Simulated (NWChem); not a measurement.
C3H2ClF; SMILES FC=C=CCl

Results from NWChem. Coordinates come from a PBE0/def2-SVP optimisation. Level: PBE0/def2-SVP with SMD (1 M gas to 1 M solution), gas-phase geometry.

Problem. Predict the results for solvent cyclohexane. Quantities: solvation free energy (kcal/mol); cavity-dispersion-structure term (kcal/mol); dipole in solution (D).

Solution. 
```
Item                                         Value
-------------------------------------------  -----
solvation free energy (kcal/mol)              -2.4
cavity-dispersion-structure term (kcal/mol)   -0.8
dipole in solution (D)                        1.70
```
